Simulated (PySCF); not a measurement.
CH6OSi2, B2ClH2N, B3H5 (calculated)

Computed with PySCF 2.14.0. Calculation on a computer-drawn molecule: optimised geometry and harmonic frequencies of an isolated molecule of the commonest isotopes, restricted reference for singlets and unrestricted otherwise, frozen core in MP2.

Common to all runs: charge 0; multiplicity 1.

```yaml
- entry: 1
  formula: CH6OSi2
  start_structure:
    atoms_angstrom:
      - [Si, -0.616, 3.6936, -1.6099]
      - [C, -0.449, 2.2664, -0.6553]
      - [O, 0.7239, 1.5071, -0.7566]
      - [Si, 1.3165, 0.1778, -0.0948]
      - [H, -1.9246, 4.4992, -1.4762]
      - [H, 0.2596, 4.2295, -2.5301]
      - [H, -1.1058, 1.7885, 0.024]
      - [H, 0.4107, -0.9563, -0.3524]
      - [H, 2.5669, 0.0696, -0.7245]
      - [H, 1.3046, 0.3739, 1.378]
  given:
    method: HF
    basis: "cc-pV(D+d)Z"
    drawn_bonds_atom: [1, 2, 3, 1, 1, 2, 4, 4, 4]
    drawn_bonds_other_atom: [2, 3, 4, 5, 6, 7, 8, 9, 10]
    drawn_bonds_order: [2, 1, 1, 1, 1, 1, 1, 1, 1]
  results:
    optimised_atom_element: [Si, C, O, Si, H, H, H, H, H, H]
    "optimised_atom_x [angstrom]": [-0.6386, -0.4497, 0.7042, 1.295, -1.968, 0.4372, -1.303, 0.2441, 2.439, 1.727]
    "optimised_atom_y [angstrom]": [3.728, 2.078, 1.36, 0.259, 4.333, 4.565, 1.519, -0.729, -0.3981, 0.9339]
    "optimised_atom_z [angstrom]": [-1.428, -1.022, -1.144, -0.05532, -1.292, -1.973, -0.6398, 0.2777, -0.7088, 1.187]
    "modes_frequency [cm^-1]": [33.08, 114.6, 178.3, 291.6, 421.9, 528.7, 615.8, 769.9, 780.2, 847.2, 886.2, 963.4, 1011, 1025, 1040, 1053, 1289, 1505, 2311, 2324, 2359, 2384, 2399, 3270]
    "modes_reduced_mass [dalton]": [3.412, 1.242, 2.39, 3.391, 1.35, 1.321, 1.66, 1.213, 1.255, 3.174, 1.264, 1.648, 1.747, 1.057, 1.074, 1.114, 2.752, 1.759, 1.049, 1.034, 1.037, 1.027, 1.057, 1.086]
    "rotational_constants [GHz]": [24.58, 1.689, 1.66]
    "total_energy [hartree]": -694.0478
    "convergence_status_largest_gradient_component [hartree/bohr]": 8.858e-06
- entry: 2
  formula: B2ClH2N
  start_structure:
    atoms_angstrom:
      - [B, -1.2534, -0.5228, -0.7835]
      - ["N", -0.9802, 0.3333, 0.0742]
      - [B, -0.6577, 1.3074, 1.0228]
      - [Cl, -1.3358, 1.2276, 2.6677]
      - [H, -1.5114, -1.3294, -1.5915]
      - [H, 0.0709, 2.2208, 0.7869]
  given:
    method: MP2
    basis: "cc-pV(D+d)Z"
    drawn_bonds_atom: [1, 2, 3, 1, 3]
    drawn_bonds_other_atom: [2, 3, 4, 5, 6]
    drawn_bonds_order: [2, 1, 1, 1, 1]
  results:
    optimised_atom_element: [B, "N", B, Cl, H, H]
    "optimised_atom_x [angstrom]": [-1.258, -0.985, -0.6584, -1.332, -1.513, 0.07819]
    "optimised_atom_y [angstrom]": [-0.5371, 0.3322, 1.319, 1.237, -1.345, 2.231]
    "optimised_atom_z [angstrom]": [-0.7974, 0.08645, 1.046, 2.674, -1.618, 0.7853]
    "modes_frequency [cm^-1]": [137.4, 182.0, 408.1, 703.1, 744.6, 805.8, 852.9, 1022, 1196, 1899, 2709, 2917]
    "modes_reduced_mass [dalton]": [4.373, 3.243, 10.46, 1.314, 1.34, 5.62, 1.588, 1.75, 2.191, 5.938, 1.096, 1.178]
    "rotational_constants [GHz]": [34.79, 2.887, 2.666]
    "total_energy [hartree]": -565.0351
    "convergence_status_largest_gradient_component [hartree/bohr]": 8.756e-06
- entry: 3
  formula: B3H5
  start_structure:
    atoms_angstrom:
      - [B, 1.3169, 0.1232, 1.9281]
      - [B, 2.0049, -1.0633, 1.0546]
      - [B, 1.1168, -1.9573, 0.092]
      - [H, 0.8484, -0.0272, 3.0021]
      - [H, 1.3014, 1.2169, 1.4568]
      - [H, 3.1196, -1.3004, 1.1999]
      - [H, 0.5627, -2.9483, 0.4502]
      - [H, 0.9287, -1.6806, -1.0486]
  given:
    method: HF
    basis: cc-pVDZ
    drawn_bonds_atom: [1, 2, 1, 1, 2, 3, 3]
    drawn_bonds_other_atom: [2, 3, 4, 5, 6, 7, 8]
    drawn_bonds_order: [1, 1, 1, 1, 1, 1, 1]
  results:
    optimised_atom_element: [B, B, B, H, H, H, H, H]
    "optimised_atom_x [angstrom]": [1.328, 1.921, 1.079, 0.9058, 1.321, 3.103, 0.5628, 0.9782]
    "optimised_atom_y [angstrom]": [0.2181, -1.058, -2.049, 0.05185, 1.344, -1.294, -3.071, -1.779]
    "optimised_atom_z [angstrom]": [1.982, 1.07, 0.01162, 3.096, 1.557, 1.192, 0.3827, -1.157]
    "modes_frequency [cm^-1]": [194.3, 283.7, 343.5, 547.9, 580.3, 655.0, 723.2, 943.3, 967.6, 1053, 1128, 1264, 1271, 2622, 2651, 2664, 2719, 2722]
    "modes_reduced_mass [dalton]": [2.667, 1.162, 1.009, 1.218, 1.098, 1.055, 3.36, 1.728, 1.983, 1.523, 1.728, 1.194, 1.412, 1.083, 1.056, 1.062, 1.12, 1.121]
    "rotational_constants [GHz]": [41.45, 7.056, 6.71]
    "total_energy [hartree]": -76.8863
    "convergence_status_largest_gradient_component [hartree/bohr]": 2.041e-05
```
